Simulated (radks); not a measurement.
All-electron atom: Cu II in [Ar] 3d10.

Method: non-relativistic Kohn-Sham, LB94 model potential, spin-polarised, spherical densities, point nucleus; computed with a radial shooting solver on a logarithmic mesh with Libxc functionals.

Energy parts (Ry):
kinetic: 3293.49999
electron-nucleus: -7858.26850
Hartree: 1418.93874
(The LB94 potential has no energy functional, so no total or exchange-correlation energy is given.)

Orbitals (lengths in bohr, moments of r in powers of bohr):
| orbital | occ. | eigenvalue (Ry) | <r> |
|---|---|---|---|
| 1s | 2 | -649.2257 | 0.05279 |
| 2s | 2 | -78.74088 | 0.2379 |
| 2p | 6 | -69.38568 | 0.2069 |
| 3s | 2 | -9.30172 | 0.7264 |
| 3p | 6 | -6.40777 | 0.7581 |
| 3d | 10 | -1.60356 | 0.9812 |
| 4s | 0 | -1.31722 | 2.434 |
| 4p | 0 | -0.87157 | 3.023 |
| 4d | 0 | -0.39696 | 5.369 |
| 4f | 0 | -0.21729 | 9.579 |

The highest occupied level is 3d at -21.818 eV. The density falls to 0.001 e/bohr^3 at r = 3.17 bohr. Summed over all electrons, <r^2> = 18.75 bohr^2, which gives a Langevin (diamagnetic) susceptibility term of -14.8 x 10^-6 cm^3/mol.
